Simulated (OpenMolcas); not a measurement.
An OpenMolcas run meant for Ar6+ (ANO-R2, X2C; inactive shells 1s 2s 2p; intended active space 2 electrons in 8 orbitals (3s 3p 4s 4p)). One step of its input:

```
&CASPT2
Multistate=1 1
Frozen=1 0
IPEA=3.0
Imaginary=0.1
MaxIter=60
WThr=0.0 0.3 0.05
PrWF=0.5
NoMix
```

The run finished. Its levels beside those of a sound run (SS-CASPT2, IPEA 0.25 Eh, imaginary shift 0.1 Eh (closed shells correlated: 2s 2p)), in cm-1 above each run's lowest level:

| Level | This run | Usual run |
| --- | --- | --- |
| 3s2 1S0 | 0.0 | 0.0 |
| 3s 3p 3P* 0 | 114331 | 113977 |
| 3s 3p 3P* 1 | 115098 | 114744 |
| 3s 3p 3P* 2 | 116693 | 116339 |
| 3s 3p 1P* 1 | 175344 | 173020 |

Which setting is unsound, and how much does it matter here?

The IPEA shift is far above its usual 0.25 hartree. Against the sound run the excited levels shown move by 850 cm-1 on average and by 2300 cm-1 at most.

Active for correlation alone: 4p 4s; no level in the range computed is led by a configuration that fills them, so any true level of that kind is missing. Only configurations of the active space appear.

* marks odd parity.
